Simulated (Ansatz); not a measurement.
Single points on Rb₂Br.

```yaml
crystal:
  periodic: [false, false, false]
  atoms:
    - {symbol: Rb, position_ang: [1.254733, 0.038956, 1.964281]}
    - {symbol: Rb, position_ang: [-1.741189, -1.164940, -1.022620]}
    - {symbol: Br, position_ang: [0.486457, 1.125985, -0.941651]}
basis:
  gaussian: {orbitals: def2-TZVPP, initial_orbitals: start.molden}
magnetization: {spin_polarized: true, initial_magnetization: 1}
correlation: {method: ccsd_t}
scf: {omitted_lower_state_checks: [starts, cluster_reference]}
output: {orbitals: {seedname: orbitals}}
```

The file start.molden holds the orbitals of an earlier run on this structure, at another level or in another basis.

```sh
$ ansatz run in.yaml --threads 4 --pin off --events-out ev --progress --plain --max-ram 3916MiB
```

Output, abridged:

```
Functional definition: HF
  name "HF"
  cite "Fock, Z. Phys. 61, 126 (1930) doi:10.1007/BF01340294"
  parent pbe
  exchange = exact_x
  correlation = 0
these checks for a lower state are left out or cut short: starts, cluster_reference
828 factors; integrals over basis functions are off by at most 1.3e-3 eV
mean field evaluation 1: about -71297.2073 eV, gradient 1.6e1 eV
mean field evaluation 2: about -71297.5063 eV, gradient 5.0e-1 eV
mean field evaluation 4: about -71297.5281 eV, gradient 9.9e-2 eV
mean field evaluation 8: about -71297.5282 eV, gradient 8.8e-6 eV
mean field -71297.52822703 eV, -2620.1358351429 hartree, gradient 8.8e-6 eV, S^2 0.750279; 0 other end points of the search recorded, 0 dependent functions left out
9 core orbitals not correlated: weight in the atoms' cores, before any rotation towards them, 1.000 or more for the frozen orbitals, at most 0.000 for the correlated occupied ones
reference -71297.52822703 eV, -2620.1358351429 hartree; 18, 17 occupied and 101, 102 virtual orbitals, 828 factors
second order -12.86772989 eV of doubles, -0.00000000 eV of singles
cycle   1  -13.27050507 eV  change   -4.0e-1 eV  update   7.0e-2
cycle   2  -13.56898740 eV  change   -3.0e-1 eV  update   2.7e-2
cycle   3  -13.57773796 eV  change   -8.8e-3 eV  update   1.6e-2
cycle   4  -13.56240196 eV  change    1.5e-2 eV  update   7.6e-3
cycle   5  -13.56334986 eV  change   -9.5e-4 eV  update   2.1e-3
cycle   6  -13.56347626 eV  change   -1.3e-4 eV  update   8.5e-4
cycle   7  -13.56353235 eV  change   -5.6e-5 eV  update   3.1e-4
cycle   8  -13.56359669 eV  change   -6.4e-5 eV  update   1.2e-4
cycle   9  -13.56357962 eV  change    1.7e-5 eV  update   3.9e-5
perturbative correction -0.35951017 eV, -0.0132117549 hartree
Total energy: -71311.45131682 eV, -2620.6474992553 hartree
Checks for a lower state left out: starts, cluster_reference
```

Run time 21 s (4 threads of Arm Neoverse V2 on a shared host), peak host memory 1.2 GiB.

As the first input, with `gaussian: {orbitals: def2-TZVP, initial_orbitals: start.molden}`, `hamiltonian: {xc: pbe0, dispersion: d4}` and without the key `correlation`, `scf` (abridged; 7.5 s):

```
Functional definition: PBE0
mean field evaluation 16: about -71352.1836 eV, gradient 1.6e-3 eV
mean field evaluation 32: about -71352.1802 eV, gradient 1.9e-1 eV
mean field -71352.18362795 eV, -2622.1443840802 hartree, gradient 7.8e-5 eV, S^2 0.750164; 4 other end points of the search recorded, 0 dependent functions left out
Total energy: -71352.22738225 eV, -2622.1459920207 hartree
```

First input, but with `gaussian: {orbitals: def2-TZVP, initial_orbitals: start.molden}`, `correlation: {method: mp2}`, `scf: {omitted_lower_state_checks: [starts]}` (abridged; 1.1 s):

```
Functional definition: HF
mean field -71297.52394061 eV, -2620.1356776198 hartree, gradient 3.9e-6 eV, S^2 0.750280
9 core orbitals not correlated: weight in the atoms' cores, before any rotation towards them, 1.000 or more for the frozen orbitals, at most 0.000 for the correlated occupied ones
second order -11.41653514 eV of doubles, -0.00000000 eV of singles
Total energy: -71308.94047574 eV, -2620.5552275476 hartree
Checks for a lower state left out: starts
```

As the first input, with `gaussian: {orbitals: def2-TZVPD, initial_orbitals: start.molden}` (abridged; 19 s):

```
Functional definition: HF
mean field -71297.54164493 eV, -2620.1363282416 hartree, gradient 4.2e-6 eV, S^2 0.750276
9 core orbitals not correlated: weight in the atoms' cores, before any rotation towards them, 1.000 or more for the frozen orbitals, at most 0.000 for the correlated occupied ones
second order -11.47859484 eV of doubles, -0.00000000 eV of singles
cycle   1  -11.69278909 eV  change   -2.1e-1 eV  update   7.1e-2
cycle   2  -11.97081016 eV  change   -2.8e-1 eV  update   2.8e-2
cycle   3  -11.98018782 eV  change   -9.4e-3 eV  update   1.7e-2
cycle   4  -11.96808517 eV  change    1.2e-2 eV  update   8.1e-3
cycle   5  -11.96927682 eV  change   -1.2e-3 eV  update   2.2e-3
cycle   6  -11.96900288 eV  change    2.7e-4 eV  update   8.7e-4
cycle   7  -11.96900797 eV  change   -5.1e-6 eV  update   3.2e-4
cycle   8  -11.96911755 eV  change   -1.1e-4 eV  update   1.2e-4
cycle   9  -11.96911233 eV  change    5.2e-6 eV  update   4.0e-5
perturbative correction -0.32982368 eV, -0.0121207966 hartree
Total energy: -71309.84058093 eV, -2620.5883058034 hartree
Checks for a lower state left out: starts, cluster_reference
```

Geometry: PBE0-D4/def2-TZVP.

In the def2 sets Rb takes a core potential; there is no spin–orbit coupling. Correlated methods freeze 9 core orbitals; core or outer-core shells of Rb, Br are correlated, in sets that lack core-valence functions. The structure comes from a short search, and lower isomers may exist.
